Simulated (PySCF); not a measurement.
## Spin-state energies of [Co(NH3)5]2+

The complex [Co(NH3)5]2+ (charge +2) contains Co(II), shell d7. The structure is a PBE0-D3(BJ)/def2-SVP, IEF-PCM water geometry optimised for multiplicity 4; coordination trigonal bipyramidal, point group C1, metal–donor distances 2.09–2.17 Å.

```
21

Co    0.0000    0.0000    0.0000
N    -0.0155    0.0077    2.1750
H    -0.5068    0.8094    2.5748
H    -0.4671   -0.8105    2.5877
H     0.9163    0.0332    2.5930
N    -0.0048   -0.0096   -2.1702
H     0.4700   -0.8203   -2.5722
H    -0.9450   -0.0202   -2.5701
H     0.4556    0.8048   -2.5813
N    -1.0477    1.8123   -0.0344
H    -2.0583    1.6516   -0.0308
H    -0.8670    2.4267    0.7617
H    -0.8652    2.3700   -0.8711
N    -1.0430   -1.8160   -0.0537
H    -1.2832   -2.2304    0.8483
H    -1.9245   -1.7249   -0.5644
H    -0.5157   -2.5314   -0.5599
N     2.0920   -0.0059   -0.0544
H     2.5714   -0.0085    0.8474
H     2.4493   -0.8167   -0.5652
H     2.4537    0.8060   -0.5607
```

Method (PySCF 2.14, density fitting): CASSCF(7,5) with orbitals averaged over all microstates of the shell, strongly contracted NEVPT2 on the averaged canonical orbitals; basis x2c-TZVPall on the metal, x2c-SVPall elsewhere; spin-free X2C; IEF-PCM water; spin-orbit coupling by state interaction with the mean-field operator over all roots.

The unrestricted Kohn–Sham energies use the same basis, Hamiltonian, solvent and geometry. All energies are vertical, in cm⁻¹ above the lowest state with 2S+1 = 4; a negative value means that the lower spin is more stable.

```csv
method,2S+1 = 2
BP86,1893
TPSSh,4294
B3LYP,4884
PBE0,7029
```

What do CASSCF and NEVPT2 in the d shell give?


```
method  2S+1 = 2
CASSCF     14906
NEVPT2     11085
```

How does exact exchange act on the 2S+1 = 2 state?

From BP86 (0 % exact exchange) to PBE0 (25 %) it moves by +5135 cm⁻¹ against the high-spin state, so more exact exchange favours high spin, the usual trend.

The functionals differ in more than their exact exchange.

The active space of the d orbitals alone lacks metal–ligand bonding pairs, which usually tilts NEVPT2 towards high spin.
